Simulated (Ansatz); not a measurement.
`CC(C)[O][GaH2]` → `[OH][GaH2]` + propene at 500 K and 1 bar (alkene loss).

Calculated with Ansatz (gas phase, PBE0-D4/def2-TZVP geometries, no zero-point term in ΔE). CCSD(T)/CBS is the MP2 limit (def2-TZVPP, def2-QZVPP) plus CCSD(T) − MP2 in def2-TZVPP, frozen cores. For Ga outer-core shells are correlated without core-valence functions, which leaves a few kJ/mol of doubt a bond. Scalar relativity is left out up to krypton. One conformer a species, not always the lowest.

```
         species  CCSD(T)/CBS energy (Eh)  H − E (kJ/mol)  S (J/(mol·K))
`CC(C)[O][GaH2]`              -2118.70028           345.1          433.2
    `[OH][GaH2]`              -2000.92981            96.0          296.8
          `C=CC`               -117.74610           238.4          304.6
```

H − E and S are ideal-gas, rigid-rotor, harmonic terms from PBE0-D4/def2-TZVP, for one conformer and one mirror image of each species. 1 Eh = 2625.50 kJ/mol, R = 8.31446 J/(mol·K).

Task: By hand: ΔE, ΔH, ΔS and ΔG.

Result: ΔE = (-2000.92981) + (-117.74610) − (-2118.70028) = 0.02437 Eh = 64.0 kJ/mol. Δ(H − E) = 96.0 + 238.4 − 345.1 = -10.7, so ΔH = 53.3 kJ/mol. ΔS = 296.8 + 304.6 − 433.2 = 168.2 J/(mol·K). ΔG = 53.3 − 500 × (168.2)/1000 = -30.8 kJ/mol.

Task: By hand: the equilibrium constant, and the temperature at which ΔG would vanish if ΔH and ΔS stayed fixed.

Result: log₁₀ K = −ΔG/(RT ln 10) = 3.2. ΔG = 0 at ΔH/ΔS = 317 K.

The number of gas molecules changes by +1, which sets the sign of ΔS. A doubt of 5 kJ/mol in ΔE shifts log₁₀ K by 0.5 here. Other conformers and mirror images would add mixing entropy, several J/(mol·K) or more a flexible species. These are equilibria of isolated gas molecules and say nothing of rates. Largest T1 diagnostic: 0.015 (customary marks: 0.02 for closed shells, 0.045 for open ones).
